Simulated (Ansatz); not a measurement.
Basis-set extrapolation for ClFH4O2Si2, SMILES `O[Si@H](Cl)[Si@@H](O)F` (PBE0-D4/def2-TZVP geometry, frozen core, Ansatz). Multiplicity 1, RHF reference.

```json
{"": "HF", "def2-TZVPP": "-1289.240015", "def2-QZVPP": "-1289.283635"}
{"": "MP2 correlation", "def2-TZVPP": "-1.150975", "def2-QZVPP": "-1.255003"}
{"": "CCSD(T) correlation", "def2-TZVPP": "-1.233301", "def2-QZVPP": "not run"}
```

Energies in hartree. Use E(X) = E(∞) + A·exp(−7.88·√X) for Hartree–Fock and E(X) = E(∞) + B·X^(−2.97) for correlation, with X = 3 and 4, and add CCSD(T) minus MP2 of the smaller set to the MP2 limit.

Problem. What is the CCSD(T) energy at the basis-set limit?

Solution. HF limit: -1289.283635 + (-0.043620) × 0.13774 = -1289.28964. MP2 limit: -1.255003 + (-0.104028) × 0.74074 = -1.33206. Higher-order term: -1.233301 − (-1.150975) = -0.08233. Total: -1290.70403 hartree, 605.7 kJ/mol below CCSD(T)/def2-TZVPP.
